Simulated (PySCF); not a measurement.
Compound: C₅H₅N₃S.
Structure used (PBE0-D3(BJ)/def2-SVP), in Å, numbered top down from 1:
```
atom  x, y, z in Å
N1    -1.5099    2.6203    0.7639
C2    -1.6221    1.4827    0.5854
C3    -1.7421    0.0546    0.3184
C4    -0.8316   -0.4075   -0.8260
C5     0.6113   -0.2904   -0.4605
N6     1.1430   -0.8639    0.5855
C7     2.4632   -0.5439    0.6426
N8     2.9852    0.2289   -0.2757
S9     1.7761    0.6344   -1.3304
H10   -2.7942   -0.1694    0.0824
H11   -1.4796   -0.4992    1.2335
H12   -1.0489   -1.4674   -1.0322
H13   -1.0461    0.1574   -1.7446
H14    3.0914   -0.9293    1.4504
```

All values: PBE0/def2-SVPD (PySCF, non-relativistic), on one gas-phase PBE0-D3(BJ)/def2-SVP geometry that isn't relaxed in the solvent. The solvent is an IEF-PCM continuum (van der Waals radii × 1.2), and excitations are vertical TDDFT with non-equilibrium linear response and a frozen core. Specific hydrogen bonds and non-electrostatic terms are outside this model.

Gas-phase singlets (H = HOMO, L = LUMO):

| state | E (eV) | λ (nm) | f | leading configuration |
| --- | --- | --- | --- | --- |
| S1 | 5.232 | 237 | 0.001 | H-1→L 99% |
| S2 | 5.840 | 212 | 0.103 | H→L 88% |
| S3 | 6.009 | 206 | 0.002 | H-3→L 84% |
| S4 | 6.218 | 199 | 0.000 | H→L+1 85% |
| S5 | 6.482 | 191 | 0.067 | H-2→L 85% |

Task: Give the list for acetone (ε = 20.49), n² = 1.85.

Result: 
```json
{"state": "S1", "E (eV)": "5.369", "λ (nm)": "231", "f": "0.001", "leading configuration": "H-1→L 99%", "change by rank (eV)": "+0.137"}
{"state": "S2", "E (eV)": "5.810", "λ (nm)": "213", "f": "0.140", "leading configuration": "H→L 90%", "change by rank (eV)": "-0.030"}
{"state": "S3", "E (eV)": "6.104", "λ (nm)": "203", "f": "0.001", "leading configuration": "H-3→L 84%", "change by rank (eV)": "+0.095"}
{"state": "S4", "E (eV)": "6.296", "λ (nm)": "197", "f": "0.000", "leading configuration": "H→L+1 85%", "change by rank (eV)": "+0.078"}
{"state": "S5", "E (eV)": "6.492", "λ (nm)": "191", "f": "0.092", "leading configuration": "H-2→L 88%", "change by rank (eV)": "+0.010"}
```

Task: Give the list for water (ε = 78.36), n² = 1.78.

Result: 
| state | E (eV) | λ (nm) | f | leading configuration | change by rank (eV) |
| --- | --- | --- | --- | --- | --- |
| S1 | 5.378 | 231 | 0.001 | H-1→L 99% | +0.146 |
| S2 | 5.815 | 213 | 0.138 | H→L 90% | -0.025 |
| S3 | 6.111 | 203 | 0.001 | H-3→L 84% | +0.102 |
| S4 | 6.303 | 197 | 0.000 | H→L+1 85% | +0.085 |
| S5 | 6.496 | 191 | 0.090 | H-2→L 88% | +0.014 |

Task: The ground-state energy changes by -0.481 eV from gas to water. By how much does the total energy of gas-phase S1 change?

Result: E(S1) = E(S0) + excitation energy, so it changes by -0.481 + 0.146 = -0.335 eV: it is lowered less than the ground state, which is what a blue shift means. This is the vertical state, with the slow part of the continuum still set for S0.

Task: How do the frontier levels move from gas to water?

Result: 
```csv
orbital,gas (eV),solvent (eV),change (eV)
LUMO+2,0.10,0.35,+0.25
LUMO+1,-0.40,-0.13,+0.27
LUMO,-1.63,-1.47,+0.16
HOMO,-8.25,-8.10,+0.15
HOMO-1,-8.63,-8.61,+0.02
HOMO-2,-9.09,-9.00,+0.09
HOMO-3,-9.29,-9.24,+0.05
```

The HOMO–LUMO gap goes from 6.62 to 6.63 eV.
